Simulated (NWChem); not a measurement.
System: C3H2F2; SMILES FC=C=CF

Input file for NWChem:

```
start job
memory heap 200 mb stack 900 mb global 1100 mb
geometry units angstroms noautosym nocenter noautoz
  F     -2.203369    -0.176868     0.430100
  C     -1.255656     0.364232    -0.329146
  C      0.000000     0.000000    -0.289537
  C      1.255656    -0.364232    -0.329146
  F      2.203369     0.176868     0.430100
  H     -1.644166     1.149102    -0.988421
  H      1.644166    -1.149102    -0.988421
end
basis spherical
  * library 6-31g*
end
dft
  xc hfexch
  iterations 150
  mulliken
end
task dft energy
esp
  recalculate
  probe 0.07
  range 0.3
  factor 1.0
  spacing 0.02
end
task esp
```

NWChem printed, in part:

```
             Northwest Computational Chemistry Package (NWChem) 7.3.0
             --------------------------------------------------------

                             Geometry "geometry" -> ""
                             -------------------------

 Output coordinates in angstroms (scale by  1.889725989 to convert to a.u.)

  No.       Tag          Charge          X              Y              Z
 ---- ---------------- ---------- -------------- -------------- --------------
    1 F                    9.0000    -2.20336900    -0.17686800     0.43010000
    2 C                    6.0000    -1.25565600     0.36423200    -0.32914600
    3 C                    6.0000     0.00000000     0.00000000    -0.28953700
    4 C                    6.0000     1.25565600    -0.36423200    -0.32914600
    5 F                    9.0000     2.20336900     0.17686800     0.43010000
    6 H                    1.0000    -1.64416600     1.14910200    -0.98842100
    7 H                    1.0000     1.64416600    -1.14910200    -0.98842100

 Effective nuclear repulsion energy (a.u.)     147.5906444796

  xc_inp: hfexch multiplicative factor not found.

                                 NWChem DFT Module
                                 -----------------

 Summary of "ao basis" -> "ao basis" (spherical)
 ------------------------------------------------------------------------------
       Tag                 Description            Shells   Functions and Types
 ---------------- ------------------------------  ------  ---------------------
 F                           6-31g*                  6       14   3s2p1d
 C                           6-31g*                  6       14   3s2p1d
 H                           6-31g*                  2        2   2s

            General Information
            -------------------
          SCF calculation type: DFT
          Wavefunction type:  closed shell.
          No. of atoms     :     7
          No. of electrons :    38
           Alpha electrons :    19
            Beta electrons :    19
          Charge           :     0
          Spin multiplicity:     1
          Use of symmetry is: off; symmetry adaption is: off
          Maximum number of iterations: 150
          AO basis - number of functions:    74
                     number of shells:    34
          Convergence on energy requested:  1.00D-06
          Convergence on density requested:  1.00D-05
          Convergence on gradient requested:  5.00D-04

              XC Information
              --------------
                     Hartree-Fock (Exact) Exchange  1.000

      Superposition of Atomic Density Guess
      -------------------------------------

 Sum of atomic energies:        -312.72189157

      Non-variational initial energy
      ------------------------------

 Total energy =    -314.757900
 1-e energy   =    -724.044644
 2-e energy   =     261.696100
 HOMO         =      -0.280662
 LUMO         =       0.039286

     ---------------------------------------------
      Total Density - Mulliken Population Analysis
     ---------------------------------------------

    Atom       Charge   Shell Charges
 -----------   ------   -------------------------------------------------------
    1 F    9     9.43   2.00  0.94  3.39  1.00  2.09  0.01
    2 C    6     5.62   2.00  0.68  1.60  0.53  0.75  0.07
    3 C    6     6.27   2.00  0.75  2.05  0.52  0.93  0.02
    4 C    6     5.62   2.00  0.68  1.60  0.53  0.75  0.07
    5 F    9     9.43   2.00  0.94  3.39  1.00  2.09  0.01
    6 H    1     0.81   0.47  0.35
    7 H    1     0.81   0.47  0.35

[...]

                     NWChem Electrostatic Potential Fit Module
                     -----------------------------------------

 Atom parameters

 Number of atoms is                                    7
 Number of basis functions is                         74

 Grid parameters

 Maximum number of grid points is                  33530
 Number of grid points is                          33529
 Grid range                                     0.300000 nm
 Grid spacing                                   0.020000 nm
 Probe radius                                   0.070000 nm
 Atom radius factor                             1.000000

 Atomic radii

    1    0.100000
    6    0.147000
    9    0.128000
 FASTESP  F
  using M.O. file = ./job.movecs

    Atom              Coordinates                           Charge

                                                  ESP

    1 F    -0.220337   -0.017687    0.043010   -0.185224
    2 C    -0.125566    0.036423   -0.032915    0.221261
    3 C     0.000000    0.000000   -0.028954   -0.268750
    4 C     0.125566   -0.036423   -0.032915    0.217363
    5 F     0.220337    0.017687    0.043010   -0.184473
    6 H    -0.164417    0.114910   -0.098842    0.098893
    7 H     0.164417   -0.114910   -0.098842    0.100930
                                            ------------
                                                0.000000

 Dipole moment                                  0.799496

 Quadrupole moment Qxx                         -5.055551
                   Qyy                          4.302959
                   Qzz                          0.752591

 RMS deviation kJ/mol                           0.068597

 RRMS %                                        30.397179
```

Level: Hartree-Fock/6-31G* (spherical d). Coordinates come from a PBE0/def2-SVP optimisation.
